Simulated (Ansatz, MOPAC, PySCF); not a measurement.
Dimer: HF (SMILES F) (first 2 atoms) with H2 (SMILES [H][H]); geometry from B3LYP-D3(BJ)/def2-TZVP, rigid monomers moved along the line of their centres of mass till H2···H3 is 1.78 Å.
(charge 0, multiplicity 1):
| atom | x (Å) | y (Å) | z (Å) |
|---|---|---|---|
| F | 0.0691 | 0.0916 | -0.1267 |
| H | 0.1090 | 0.0822 | 0.7990 |
| H | 0.5590 | 0.0822 | 2.5205 |
| H | -0.1856 | 0.0438 | 2.5533 |

Monomers are frozen at their geometry in the pair; levels with a basis set take the counterpoise correction. Rows marked so take none.

Rows in 6-31G* carry no dispersion term and start afresh at each structure (6-31G* with six Cartesian d functions). The state that PM6 reach isn't checked.

The values were computed with Ansatz (Gaussian basis) for Hartree–Fock, density functionals and correlated methods; MOPAC for PM6 (differences of heats of formation); PySCF for 6-31G* rows. Values without a source in brackets are computed.

Task: One of these levels gives 0.48 kcal/mol for the interaction energy. Which?
(A) HF/aug-cc-pVTZ
(B) PM6
(C) HF/6-31G* (no counterpoise)
(D) B3LYP/6-31G*

Result: A, HF/aug-cc-pVTZ. The others give -1.38 (PM6), 1.82 (HF/6-31G* (no counterpoise)), 0.82 (B3LYP/6-31G*)

Ansatz is a quantum-chemistry and plane-wave program.
